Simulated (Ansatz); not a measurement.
Isolated molecules relaxed with PBE0-D4/def2-TZVP in Ansatz; ΔE leaves out vibrations. CCSD(T)/CBS adds triple-zeta CCSD(T) − MP2 to the extrapolated MP2 energy (def2 sets, frozen cores). Functionals use def2-TZVPP. For Ga outer-core shells are correlated without core-valence functions, which leaves a few kJ/mol of doubt a bond. Scalar relativity is left out up to krypton. Each species was taken in one conformer, which may not be the lowest.

Consider the formal exchange of groups at a C–C bond: `C=C[CH2][GaH][Cl]` + `N=C[SiH3]` → `C=C[SiH2]C=N` + `[CH3][GaH][Cl]`.

Is it downhill or uphill in electronic energy at CCSD(T)/CBS, and by how much? (An estimate is asked.)

Ansatz gave: Downhill: ΔE = -35.7 kJ/mol.

What do these levels give: PBE0-D4, r2SCAN, PBE0, HF/def2-TZVPP, HF/CBS(def2), CCSD/CBS(def2)? (Estimate.)

The calculation gave: PBE0-D4 -32.6, r2SCAN -34.1, PBE0 -34.1, HF/def2-TZVPP -40.0, HF/CBS(def2) -40.6, CCSD/CBS(def2) -36.9 kJ/mol.

Largest T1 diagnostic among the species: 0.012.

In def2-TZVPP, CCSD(T) changes the Hartree–Fock value by +5.5 kJ/mol (the triples alone add +1.2 kJ/mol) and MP2 by +6.6 kJ/mol.
